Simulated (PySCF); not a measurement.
# Computed structure and properties of Eu(NO2)3

System: Eu(NO2)3 (singlet in the valence; each metal's 4f electrons, 6 of them, lie in its core potential, out of spins and levels); start: template (D3h). Method: PySCF 2.14.0, RKS B3LYP, Eu lcecp-1-SVP with ECP52, O def2-SVP, N def2-SVP; non-relativistic Hamiltonian with scalar-relativistic core potentials where named; density fitting; no spin-orbit coupling.

Input of the relaxation:

```python
mol = gto.M(atom='''
Eu     0.00000     0.00000     0.00000
O      2.24761     0.00001     1.06000
O      2.24761     0.00001    -1.06000
N      2.93758     0.00002    -0.00000
O     -1.12382     1.94648     1.06000
O     -1.12382     1.94648    -1.06000
N     -1.46881     2.54401    -0.00000
O     -1.12379    -1.94650     1.06000
O     -1.12379    -1.94650    -1.06000
N     -1.46877    -2.54403     0.00000''',
    basis={'Eu': 'lcecp-1-SVP', 'O': 'def2-SVP', 'N': 'def2-SVP'},
    ecp={'Eu': 'lcecp-1-SVP'},
    charge=0, spin=0)
mf = dft.RKS(mol, xc='B3LYP')
mf.grids.atom_grid = (50, 194)  # f atoms: unpruned, at least (60, 302)
mf = mf.density_fit()  # fitting sets: Eu AutoAux, O def2-universal-JKFIT, N def2-universal-JKFIT
mf.conv_tol = 1e-08; mf.max_cycle = 55
mf.kernel(dm0)  # dm0: converged density of the start geometry
# quasi-Newton relaxation in Cartesian coordinates to a largest gradient under 0.00045 Eh/bohr, steps kept in the point group
```

Run from Python with OMP_NUM_THREADS=4; the lines above give its settings. Where DIIS fails, smearing, a level shift and second-order steps follow.
It took 60 s on 4 threads of Intel(R) Xeon(R) Platinum 8259CL CPU @ 2.50GHz (Skylake/Cascade Lake), on a shared host, from the converged density of the start.

Course of the relaxation:

```
step  energy above end (eV)  largest force component within the symmetry (eV/Å)
   0                 0.1854                                               0.585
   1                 0.0880                                               0.303
   2                 0.0140                                               0.293
   3                 0.0005                                               0.087
   4                 0.0000                                               0.014
   5                 0.0000                                               0.004
```

Relaxed geometry (D3h):

```xyz
10

Eu    0.0000    0.0000    0.0000
O     2.1494    0.0000    1.0500
O     2.1494    0.0000   -1.0500
N     2.8524    0.0000    0.0000
O    -1.0747    1.8614    1.0500
O    -1.0747    1.8614   -1.0500
N    -1.4262    2.4702    0.0000
O    -1.0747   -1.8614    1.0500
O    -1.0747   -1.8614   -1.0500
N    -1.4262   -2.4702    0.0000
```

```csv
contact,Å
Eu1–O2 (NO2),2.392
Eu1–O5 (NO2),2.392
Eu1–O8 (NO2),2.392
```

On the finer grid (75, 302):

| Quantity | Value |
| --- | --- |
| HOMO | -8.41 eV |
| LUMO | -3.51 eV |
| Dipole about the centre of mass | 0.00 D |
| Set of Mulliken populations of Eu1 outside the core potential | s 2.33, p 6.31, d 1.06, f 0.07 |
| D3(BJ) dispersion energy (not in the energies) | -0.417 eV |

```
atom  Mulliken (e)  Löwdin (e)  spin (e)
 Eu1          1.23        0.58      0.00
  O2         -0.35       -0.19      0.00
  O3         -0.35       -0.19      0.00
  N4          0.29        0.19      0.00
  O5         -0.35       -0.19      0.00
  O6         -0.35       -0.19      0.00
  N7          0.29        0.19      0.00
  O8         -0.35       -0.19      0.00
  O9         -0.35       -0.19      0.00
 N10          0.29        0.19      0.00
```

The 4f levels lie in the core potential and are missing. Their spin isn't counted.

On the grid (50, 194), as all that follows. Harmonic modes: 1 unstable but soft, so probably a saddle point, though modes this soft are near the noise (counted below −25 cm⁻¹); lowest -40 cm⁻¹ (negative: unstable), highest 1373 cm⁻¹, zero-point energy 0.809 eV.

Taking off one NO2 (charge -1, singlet; the rest: singlet) in vacuum, both parts rigid, costs 9.63 eV; the small basis without counterpoise inflates it. Most of it is the attraction of opposite charges; other ways to part are cheaper, and one spin state was tried for the rest.

Rigid scan of NO2 along the line from its metal:

```json
{"distance to the donors' midpoint (Å)": "1.85", "energy (eV)": "0.748"}
{"distance to the donors' midpoint (Å)": "1.95", "energy (eV)": "0.295"}
{"distance to the donors' midpoint (Å)": "2.05", "energy (eV)": "0.066"}
{"distance to the donors' midpoint (Å)": "2.15", "energy (eV)": "0.000"}
{"distance to the donors' midpoint (Å)": "2.25", "energy (eV)": "0.052"}
{"distance to the donors' midpoint (Å)": "2.35", "energy (eV)": "0.186"}
{"distance to the donors' midpoint (Å)": "2.55", "energy (eV)": "0.599"}
{"distance to the donors' midpoint (Å)": "2.85", "energy (eV)": "1.354"}
{"distance to the donors' midpoint (Å)": "3.25", "energy (eV)": "2.319"}
{"distance to the donors' midpoint (Å)": "3.75", "energy (eV)": "3.279"}
```

One start shape was tried, so this needn't be the lowest isomer.

An lcecp potential fixes the number of 4f electrons, so in runs with it no electron can move into or out of that shell.
